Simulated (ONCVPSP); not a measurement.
**Plane-wave convergence, ONCV potential for Rh (Z = 45)**

Rh (Z = 45), optimised norm-conserving Vanderbilt (ONCV), made with ONCVPSP 4.0.1 (PBE, scalar-relativistic). Core [Ar] 3d10, reference 4s2 4p6 4d8 5s0.5 (charge +0.5). Waves: 4s+5s: rc 1.85 bohr, ncon 4, nbas 7, qcut 7.3 1/bohr, 3 projectors, debl 3 Ha; 4p: rc 1.10 bohr, ncon 4, nbas 9, qcut 7.5 1/bohr, 2 projectors, debl 0.6 Ha; 4d: rc 1.34 bohr, ncon 4, nbas 9, qcut 8.9 1/bohr, 2 projectors, debl 3.7 Ha. Local part: polynomial inside 0.75 bohr (lpopt 1, dvloc0 4 Ha). Core correction: Teter function, fcfact 3.25, rcfact 1.2.

In the p channel the program set the typed energies aside and used -1.989, 0.250 Ha.

Question: For each optimised wave give the share of its norm inside rc, the residual kinetic energy above qcut (Ha) and the cutoffs (Ha) for errors of 10, 1, 0.1 and 0.01 mHa per electron.

Answer:

```tsv
wave	norm inside rc	residual KE	10 mHa	1 mHa	0.1 mHa	0.01 mHa
4s	0.983	2.7e-07	6.1	15.5	19.5	22.5
5s	0.101	1.3e-06	5.1	15.3	20.2	23.8
s projector 3	0.111	2.2e-05	13.3	20.1	24.3	30.3
4p	0.563	4.2e-03	22.9	86.9	216.9	253.4
p projector 2	0.063	1.0e-03	10.8	28.1	89.8	275.3
4d	0.450	7.6e-06	21.6	28.4	34.0	39.2
d projector 2	0.078	3.4e-05	23.3	30.6	36.9	50.9
```

The occupied waves need 87 Ha and 217 Ha for 1 and 0.1 mHa.
